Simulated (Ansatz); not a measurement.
The cluster GeO4H4: single points at one geometry.

```yaml
crystal:
  periodic: [false, false, false]
  atoms:
    - {symbol: Ge, position_ang: [0.563009, 0.279097, 0.179243]}
    - {symbol: O, position_ang: [-0.227419, -0.867052, -1.024724]}
    - {symbol: O, position_ang: [1.981588, -0.550650, 0.851172]}
    - {symbol: O, position_ang: [-0.635431, 0.536833, 1.476187]}
    - {symbol: O, position_ang: [-1.500745, -0.156364, -1.268274]}
    - {symbol: H, position_ang: [-1.524115, 0.443962, 1.077909]}
    - {symbol: H, position_ang: [1.699226, -1.257745, 1.462602]}
    - {symbol: H, position_ang: [-1.416083, 0.013516, -2.229848]}
    - {symbol: H, position_ang: [1.059970, 1.558393, -0.524266]}
basis:
  gaussian: {orbitals: def2-TZVPD, initial_orbitals: start.molden}
hamiltonian: {xc: pbe, dispersion: d4}
scf: {omitted_lower_state_checks: [starts]}
output: {orbitals: {seedname: orbitals}}
```

The file start.molden holds the orbitals of an earlier run on this structure, at another level or in another basis.

```sh
$ ansatz run in.yaml --threads 4 --pin off --events-out ev --progress --plain --max-ram 3916MiB
```

Shortened log:

```
Functional definition: PBE
1313 factors; their error is unknown
mean field evaluation 1: about -64757.4170 eV, gradient 1.6e1 eV
mean field evaluation 2: about -64757.7547 eV, gradient 4.5e-1 eV
mean field evaluation 4: about -64757.7390 eV, gradient 4.0e-1 eV
mean field evaluation 8: about -64757.7392 eV, gradient 1.0e-5 eV
mean field -64757.73917043 eV, -2379.8030201413 hartree, gradient 1.0e-5 eV, S^2 0.000000; 0 other end points of the search recorded, 0 dependent functions left out
reference -64757.73923441 eV, -2379.8030224924 hartree; 34, 34 occupied and 216, 216 virtual orbitals, 1313 factors
Total energy: -64757.90193633 eV, -2379.8090016776 hartree
Checks for a lower state left out: starts
```

Hardware: 4 threads of Arm Neoverse V2 on a shared host. Wall time 2.4 s.

The first input with `gaussian: {orbitals: def2-SVP, initial_orbitals: start.molden}` (abridged; 0.75 s):

```
Functional definition: PBE
mean field -64740.00685693 eV, -2379.1513696395 hartree, gradient 1.7e-5 eV, S^2 0.000000
Total energy: -64740.16959014 eV, -2379.1573499747 hartree
Checks for a lower state left out: starts
```

As the first input, with `gaussian: {orbitals: def2-TZVP, initial_orbitals: start.molden}`, `hamiltonian: {xc: {name: CAM-B3LYP}, dispersion: d4}` (abridged; 2.4 s):

```
Functional definition: CAM-B3LYP
mean field -64775.27290608 eV, -2380.4473730414 hartree, gradient 2.0e-5 eV, S^2 0.000000
Total energy: -64775.41100127 eV, -2380.4524479462 hartree
Checks for a lower state left out: starts
```

First input, but with `gaussian: {orbitals: def2-TZVP, initial_orbitals: start.molden}`, `correlation: {method: mp2}` and without the key `hamiltonian` (abridged; 1.9 s):

```
Functional definition: HF
mean field -64688.14727025 eV, -2377.2455649807 hartree, gradient 6.7e-6 eV, S^2 0.000000
13 core orbitals not correlated: weight in the atoms' cores, before any rotation towards them, 1.000 or more for the frozen orbitals, at most 0.000 for the correlated occupied ones
second order -32.96637595 eV of doubles, -0.00000000 eV of singles
Total energy: -64721.11364620 eV, -2378.4570569515 hartree
Checks for a lower state left out: starts
```

The first input with `hamiltonian: {xc: r2scan, dispersion: d4}` (abridged; 4.1 s):

```
Functional definition: r2SCAN
mean field -64770.50203646 eV, -2380.2720468167 hartree, gradient 2.1e-5 eV, S^2 0.000000
Total energy: -64770.54140941 eV, -2380.2734937460 hartree
Checks for a lower state left out: starts
```

As the first input, with `gaussian: {orbitals: def2-TZVP, initial_orbitals: start.molden}`, `hamiltonian: {xc: {name: LC-wPBE}}` (abridged; 1.8 s):

```
Functional definition: LC-wPBE
mean field -64762.30616534 eV, -2379.9708541086 hartree, gradient 1.1e-5 eV, S^2 0.000000
Total energy: -64762.30616535 eV, -2379.9708541088 hartree
Checks for a lower state left out: starts
```

First input, but with `gaussian: {orbitals: def2-TZVP, initial_orbitals: start.molden}`, `hamiltonian: {xc: pbe0, dispersion: d4}` (abridged; 2.1 s):

```
Functional definition: PBE0
mean field -64758.60605115 eV, -2379.8348774201 hartree, gradient 2.5e-5 eV, S^2 0.000000
Total energy: -64758.74273426 eV, -2379.8399004317 hartree
Checks for a lower state left out: starts
```

Geometry: PBE-D4/def2-SVP.

LC-ωPBE has ω = 0.4 bohr⁻¹. Correlated methods freeze 13 core orbitals; core or outer-core shells of Ge are correlated, in sets that lack core-valence functions. The structure holds one bond between oxygen atoms, so isomers without such links may lie far lower. The structure comes from a short search, and lower isomers may exist.
